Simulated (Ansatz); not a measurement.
Consider the formal hydrolysis of the Si–N bond: `C[SiH]([SiH3])[NH][AlH2]` + H₂O → `C[SiH](O)[SiH3]` + `[NH2][AlH2]`.

Gas-phase electronic energies from Ansatz, PBE0-D4/def2-TZVP geometries. CBS: MP2 limit from def2 TZ/QZ plus the TZ coupled-cluster correction, frozen cores. This one scheme is used for every species. DFT in def2-TZVPP. B3LYP here is the variant with VWN-RPA as its local correlation; programs differ in this. Each species was taken in one conformer, which may not be the lowest.

```csv
level,ΔE (kcal/mol)
PBE-D4,-6.7
PBE0-D4,-6.6
PBE0,-8.0
B3LYP,-10.1
MP2/def2-TZVPP,-6.6
SCS-MP2/def2-TZVPP,-7.5
HF/def2-QZVPP,-10.8
CCSD/CBS(def2),-7.3
```

Task: What does CCSD(T)/CBS give? (An estimate is asked.)

Result: Ansatz gave: -6.7 kcal/mol. The listed levels differ from it by 0.0, 0.1, -1.3, -3.4, 0.1, -0.8, -4.1, -0.6 kcal/mol.

Largest T1 diagnostic among the species: 0.012.

The D4 term adds +2.3 kcal/mol with B3LYP and +1.4 kcal/mol with PBE0; it sums over pairs of atoms, weighted by their polarisabilities, and B3LYP, whose exchange is more repulsive, gets the larger term. In def2-TZVPP, CCSD(T) changes the Hartree–Fock value by +3.9 kcal/mol (the triples alone add +0.7 kcal/mol) and MP2 by +4.2 kcal/mol.
